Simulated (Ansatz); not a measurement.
YSi₆, relaxed as a doublet with UKS PBE-D4/def2-SVP in Ansatz, starting from the GFN1-xTB geometry. Force threshold 0.02 eV/Å.

In the def2 sets Y takes a core potential; there is no spin–orbit coupling. The relaxation made no stability test and no search for a lower SCF solution. Another isomer (doublet) lies 0.07 eV lower at r2SCAN-D4/def2-TZVP.

Start:

Cartesian coordinates in Å:
```
Y 2.1394 0.3361 -0.3180
Si -1.5851 0.0033 -0.1472
Si 0.1244 0.8702 1.5714
Si -0.1347 1.9479 -0.7252
Si -0.8111 -1.2815 1.8699
Si 0.2804 -1.7704 -0.1707
Si -0.0132 -0.1056 -2.0802
```

**Question.** Estimate the energy that the relaxation releases and the steps that it takes.

**Answer.** 12.7 kcal/mol, in 11 steps; 49 s on 4 threads of Intel Xeon Platinum 8259CL on a shared host. No frequencies were taken in this run, so the end may be a saddle point.

**Question.** Does the start keep its bonding and symmetry?

**Answer.** Bonds lost: Si4–Si7 (atoms count from 1). Bonds formed: Si3–Si6 (atoms count from 1). Point group Cs at the start, Cs at the end, both within 0.05 Å.

**Question.** Predict the relaxed structure.

**Answer.** 
```xyz
7

Y     2.0851    0.5315   -0.6190
Si   -1.3952    0.0447   -0.1927
Si    0.3720    0.5212    1.5247
Si   -0.2015    2.0642   -0.5343
Si   -1.2960   -1.2589    1.7920
Si    0.4956   -1.5711    0.1443
Si   -0.0600   -0.3317   -2.1150
```
Bond lengths: 10 × Si–Si 2.37 to 2.64 Å; 5 × Si–Y 2.74 to 3.54 Å.
